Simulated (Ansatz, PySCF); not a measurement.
Pair of molecules: HCl (SMILES Cl) (first 2 atoms) with GeH4 (SMILES [GeH4]); geometry from B3LYP-D3(BJ)/def2-TZVP, rigid monomers moved along the line of their centres of mass till H2···H5 is 2.32 Å.
(charge 0, multiplicity 1):
```xyz
7

Cl    -0.8399     0.8249    -0.4813
H     -1.0773     0.2103     0.6224
Ge     0.2923    -0.1459     3.6644
H      0.2646     1.3776     3.8362
H     -0.9143    -0.5696     2.8013
H      0.1773    -0.8382     5.0285
H      1.5816    -0.5771     2.9550
```

Monomers are frozen at their geometry in the pair; levels with a basis set take the counterpoise correction.

Run with Ansatz (Gaussian basis) for Hartree–Fock, density functionals and correlated methods; PySCF for the dispersion terms. 

**Question.** Predict the interaction energy from PBE-D3(BJ)/def2-TZVPPD.

**Answer.** -1.4 kcal/mol

Ansatz is a program for electronic structure.
